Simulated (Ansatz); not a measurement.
CH5Cl2GeN, SMILES `[CH3][Ge]([NH2])([Cl])[Cl]`, relaxed with RKS PBE0-D4/def2-TZVP in the Gaussian-basis code of Ansatz from a PBE-D4/def2-SVP geometry. The force threshold is 0.005 eV/Å; the program also tests the step.

Charge 0, multiplicity 1.

Start:

```xyz
10

C     1.093   -0.619    0.818
Ge   -0.426   -0.276   -0.363
N    -1.013    1.428   -0.688
Cl    0.074   -1.088   -2.319
Cl   -2.145   -1.322    0.464
H     0.859   -0.252    1.836
H     1.280   -1.709    0.853
H     1.990   -0.102    0.427
H    -1.381    1.914    0.137
H    -0.331    2.027   -1.167
```

```json
{"step": "1", "energy (eV)": "-84159.1468", "largest force (eV/Å)": "0.590", "largest move (Å)": "0.000"}
{"step": "2", "energy (eV)": "-84159.1883", "largest force (eV/Å)": "0.192", "largest move (Å)": "0.030"}
{"step": "3", "energy (eV)": "-84159.1914", "largest force (eV/Å)": "0.061", "largest move (Å)": "0.015"}
{"step": "4", "energy (eV)": "-84159.1919", "largest force (eV/Å)": "0.044", "largest move (Å)": "0.005"}
{"step": "5", "energy (eV)": "-84159.1923", "largest force (eV/Å)": "0.058", "largest move (Å)": "0.019"}
{"step": "6", "energy (eV)": "-84159.1924", "largest force (eV/Å)": "0.014", "largest move (Å)": "0.002"}
{"step": "7", "energy (eV)": "-84159.1924", "largest force (eV/Å)": "0.005", "largest move (Å)": "0.001"}
```

End:

```xyz
10

C     1.085   -0.617    0.812
Ge   -0.418   -0.280   -0.359
N    -0.984    1.415   -0.663
Cl    0.062   -1.072   -2.296
Cl   -2.125   -1.309    0.442
H     0.860   -0.238    1.810
H     1.269   -1.690    0.864
H     1.970   -0.115    0.420
H    -1.381    1.896    0.131
H    -0.340    2.011   -1.162
```

Run time 44 s (4 threads of a server CPU on a shared host); peak host memory 0.73 GiB.
